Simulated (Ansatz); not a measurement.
`[Cl][SbH2]` + CH₃SH → `C[S][SbH2]` + HCl at 600 K and 1 bar (ligand exchange at the Sb–Cl bond).

Isolated molecules relaxed with PBE0-D4/def2-TZVP in Ansatz; ΔE leaves out vibrations. CCSD(T)/CBS is the MP2 limit (def2-TZVPP, def2-QZVPP) plus CCSD(T) − MP2 in def2-TZVPP, frozen cores. This one scheme is used for every species. def2 core potentials past Kr. For Sb outer-core shells are correlated without core-valence functions, which leaves a few kJ/mol of doubt a bond.

| species | CCSD(T)/CBS energy (Eh) | H − E (kJ/mol) | S (J/(mol·K)) |
| --- | --- | --- | --- |
| `[Cl][SbH2]` | -701.00845 | 67.5 | 318.9 |
| CH₃SH | -438.22835 | 152.3 | 296.8 |
| `C[S][SbH2]` | -678.84952 | 186.2 | 408.9 |
| HCl | -460.38127 | 35.4 | 207.2 |

H − E and S are ideal-gas, rigid-rotor, harmonic terms from PBE0-D4/def2-TZVP. 1 Eh = 2625.50 kJ/mol, R = 8.31446 J/(mol·K).

Problem. By hand: ΔE, ΔH, ΔS and ΔG.

Solution. ΔE = (-678.84952) + (-460.38127) − (-701.00845) − (-438.22835) = 0.00601 Eh = 15.8 kJ/mol. Δ(H − E) = 186.2 + 35.4 − 67.5 − 152.3 = 1.8, so ΔH = 17.6 kJ/mol. ΔS = 408.9 + 207.2 − 318.9 − 296.8 = 0.4 J/(mol·K). ΔG = 17.6 − 600 × (0.4)/1000 = 17.4 kJ/mol.

Problem. By hand: the equilibrium constant, and the temperature at which ΔG would vanish if ΔH and ΔS stayed fixed.

Solution. log₁₀ K = −ΔG/(RT ln 10) = -1.5. ΔG = 0 at ΔH/ΔS = 44000 K, far beyond where these terms or the molecules hold.

The number of gas molecules stays the same, so ΔS is small and ΔH decides. A doubt of 5 kJ/mol in ΔE shifts log₁₀ K by 0.4 here. Modes under 60 cm⁻¹, often nearly free rotors, make the harmonic entropy too high. These are equilibria of isolated gas molecules and say nothing of rates. Largest T1 diagnostic: 0.013 (customary marks: 0.02 for closed shells, 0.045 for open ones).
